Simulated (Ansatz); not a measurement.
Reaction (cleavage of the Si–Si bond): `C[SiH](O)[SiH3]` + `CB(O)S` → `CB(S)O[SiH3]` + `C[SiH2]O`

Computed with Ansatz on PBE0-D4/def2-TZVP structures; ΔE is electronic, products minus reactants. CCSD(T)/CBS is the MP2 limit (def2-TZVPP, def2-QZVPP) plus CCSD(T) − MP2 in def2-TZVPP, frozen cores. This one scheme is used for every species. DFT in def2-TZVPP. HSE06 is defined as in plane-wave codes. One conformer a species, not always the lowest.

`C[SiH](O)[SiH3]`:

```xyz
12

C    -0.935   -1.177    0.838
Si   -0.440    0.472    0.111
O    -1.326    0.851   -1.236
Si    1.798    0.469   -0.580
H    -0.803   -1.983    0.112
H    -1.981   -1.170    1.155
H    -0.322   -1.405    1.715
H    -0.639    1.516    1.164
H    -2.256    1.047   -1.116
H     2.032   -0.574   -1.616
H     2.674    0.164    0.586
H     2.199    1.790   -1.134
```

`CB(O)S`:

Z-matrix (Å, degrees):
```
C
B 1 1.565
H 1 1.094 2 110.8
H 1 1.094 2 111.3 3 118.3
H 1 1.091 2 111.4 3 -120.6
O 2 1.359 1 119.2 3 118.3
S 2 1.829 1 122.6 3 -61.5
H 6 0.961 2 115.1 1 -179.8
H 7 1.341 2 96.8 1 -0.2
```

`CB(S)O[SiH3]`:

Cartesian coordinates in Å:
```
C -1.417 -0.310 -1.588
B -0.416 -0.472 -0.395
S -0.075 -2.159 0.200
O 0.155 0.634 0.146
Si 1.249 1.105 1.276
H -2.247 0.339 -1.288
H -0.918 0.198 -2.421
H -1.831 -1.249 -1.957
H 0.779 -1.853 1.192
H 0.685 2.272 1.993
H 1.527 0.014 2.249
H 2.510 1.482 0.593
```

`C[SiH2]O`:

Cartesian coordinates in Å:
```
C -0.134 -1.165 -0.030
Si 0.473 0.595 0.047
O -0.641 1.676 -0.516
H 0.650 -1.850 0.308
H -0.409 -1.440 -1.051
H -1.006 -1.316 0.612
H 1.658 0.777 -0.828
H 0.846 0.917 1.455
H -1.436 1.807 0.002
```

CCSD(T)/CBS gives -91.3 kJ/mol.

Task: Another level gave -90.5 kJ/mol. Which?
A. BHLYP-D4/def2-TZVPP
B. HSE06/def2-TZVPP
C. CCSD(T)/def2-TZVPP
D. r2SCAN/def2-TZVPP

Result: C. CCSD(T)/def2-TZVPP -90.5, r2SCAN -83.1, HSE06 -72.3, BHLYP-D4 -101.7 kJ/mol.

Largest T1 diagnostic among the species: 0.012.

At CCSD(T), def2-SVP lies +11.6 kJ/mol from the extrapolated value and def2-TZVPP +0.9 kJ/mol. In def2-TZVPP, CCSD(T) changes the Hartree–Fock value by +24.5 kJ/mol (the triples alone add +2.9 kJ/mol) and MP2 by +16.7 kJ/mol.
